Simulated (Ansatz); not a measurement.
Two isomers of C2H7BFN: A = `BNC(C)F`, B = `CN(C)BF`.

Program: Ansatz. Geometries: PBE0-D4/def2-TZVP. ΔE: electronic, gas phase. CCSD(T)/CBS is the MP2 limit (def2-TZVPP, def2-QZVPP) plus CCSD(T) − MP2 in def2-TZVPP, frozen cores. Functionals use def2-TZVPP. B3LYP here is the variant with VWN-RPA as its local correlation; programs differ in this. Each species was taken in one conformer, which may not be the lowest.

A:

```xyz
12

B     1.773    1.029    0.028
N     0.524    0.596   -0.402
C    -0.088   -0.647   -0.078
C    -1.538   -0.514    0.310
F    -0.021   -1.494   -1.182
H     2.402    0.324    0.761
H     2.170    2.096   -0.336
H    -0.028    1.169   -1.025
H     0.505   -1.116    0.711
H    -1.967   -1.497    0.502
H    -1.632    0.097    1.209
H    -2.102   -0.042   -0.498
```

B:

Z-matrix (Å, degrees):
```
C
N 1 1.441
H 1 1.096 2 111.0
H 1 1.096 2 111.0 3 119.8
H 1 1.090 2 109.9 3 -120.1
C 2 1.444 1 114.5 3 -60.0
B 2 1.390 1 122.2 3 120.0
H 6 1.096 2 110.8 1 59.7
H 6 1.096 2 110.8 1 -59.9
H 6 1.089 2 110.1 1 179.9
F 7 1.341 2 120.0 1 -180.0
H 7 1.197 2 121.3 1 0.0
```

Which is lower in electronic energy at CCSD(T)/CBS, and by how much? (Best estimate.)

Ansatz gave: B, by 35.5 kcal/mol.

Give E(B) − E(A) in kcal/mol with MP2/def2-TZVPP, PBE-D4, ωB97M-V, B2PLYP, r2SCAN-D4, B3LYP, LDA (SPW92). (An estimate is asked.)

The calculation gave: MP2/def2-TZVPP -36.9, PBE-D4 -34.2, ωB97M-V -34.5, B2PLYP -35.6, r2SCAN-D4 -34.9, B3LYP -35.0, LDA (SPW92) -35.1. None reverses the order clearly.

Does the order hold for the free energy at 298.15 K (harmonic terms from PBE0-D4)? (An estimate is asked.)

Computed: Yes: G(B) − G(A) = -34.6 kcal/mol, for one conformer each.

Largest T1 diagnostic: 0.012.

Leaving LDA and LC-ωPBE aside and taking each functional with its dispersion term where it has one, the values, not all of them listed here, spread over 1.9 kcal/mol, from BHLYP-D4 to ωB97X-V. LDA lies −1.1 kcal/mol from PBE without D4. From BLYP to BHLYP (50 % exact exchange), in def2-TZVPP and without D4, E(B) − E(A) moves by −1.1 kcal/mol.
